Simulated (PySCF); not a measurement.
**Magnetic susceptibility: SMILES O=C/N=C\[C@H]1OCC1=O, C5H5NO3**

Molfile (atoms numbered from 1):
```
C5H5NO3
     RDKit          3D

 14 14  0  0  0  0  0  0  0  0999 V2000
    1.5497    0.3823   -1.5680 O   0  0  0  0  0  0  0  0  0  0  0  0
    1.9216    0.1040   -0.4589 C   0  0  0  0  0  0  0  0  0  0  0  0
    1.5831   -1.0134    0.2348 N   0  0  0  0  0  0  0  0  0  0  0  0
    0.6283   -1.2484    1.0041 C   0  0  0  0  0  0  0  0  0  0  0  0
   -0.4200   -0.2274    1.3385 C   0  0  1  0  0  0  0  0  0  0  0  0
   -0.0945    1.0808    0.8696 O   0  0  0  0  0  0  0  0  0  0  0  0
   -1.1256    1.0762   -0.1267 C   0  0  0  0  0  0  0  0  0  0  0  0
   -1.6062   -0.2630    0.3636 C   0  0  0  0  0  0  0  0  0  0  0  0
   -2.4855   -1.0277    0.1361 O   0  0  0  0  0  0  0  0  0  0  0  0
    2.7347    0.6514    0.0585 H   0  0  0  0  0  0  0  0  0  0  0  0
    0.5231   -2.2326    1.4449 H   0  0  0  0  0  0  0  0  0  0  0  0
   -0.6774   -0.2537    2.4013 H   0  0  0  0  0  0  0  0  0  0  0  0
   -1.8198    1.9122   -0.0189 H   0  0  0  0  0  0  0  0  0  0  0  0
   -0.7122    1.0588   -1.1411 H   0  0  0  0  0  0  0  0  0  0  0  0
  1  2  2  0
  2  3  1  0
  3  4  2  0
  4  5  1  0
  5  6  1  0
  6  7  1  0
  7  8  1  0
  8  9  2  0
  8  5  1  0
  2 10  1  0
  4 11  1  0
  5 12  1  1
  7 13  1  0
  7 14  1  0
M  END
```

Computed, not measured: PySCF 2.14.0, GIAO B3LYP/pcSseg-1 magnetisability, rotational g tensor and spin-rotation constants, non-relativistic, gas phase. Geometry: GFN2-xTB.

Question: What are the magnetisability and the molar susceptibility?

Answer: Isotropic -785 × 10⁻³⁰ J/T², or -47.3 × 10⁻⁶ cm³/mol; principal values -883, -830, -642 × 10⁻³⁰ J/T², anisotropy 220 × 10⁻³⁰ J/T² (root of half the summed squared differences of the principal values). The susceptibility is in cgs units.

Question: Split it along the inertial axes a, b, c into diamagnetic and paramagnetic parts about the centre of mass, with the quadrupole moment.

Answer: 
```
axis  χ (10⁻⁶ cm³/mol)  diamagnetic (10⁻⁶ cm³/mol)  paramagnetic (10⁻⁶ cm³/mol)  summed x² of all electrons (Å²)  quadrupole Θ (D Å)
   a             -44.7                      -503.3                        458.6                            166.6               -6.34
   b             -47.9                      -900.2                        852.2                             73.1               +8.72
   c             -49.3                     -1016.9                        967.7                             45.5               -2.38
```
Anisotropies 2χaa − χbb − χcc = +7.8 and 2χbb − χaa − χcc = -1.9 × 10⁻⁶ cm³/mol. Θ is traceless in Buckingham's convention.

Question: And the rotational g tensor?

Answer: 
```tsv
axis	rotational constant (GHz)	g	nuclear part	electronic part
a	2.8849	-0.0623	0.5593	-0.6216
b	1.3951	-0.0338	0.5248	-0.5586
c	1.2366	-0.0254	0.5368	-0.5622
```
Asymmetric top; isotopes 12C, 1H, 14N, 16O; no vibrational averaging.
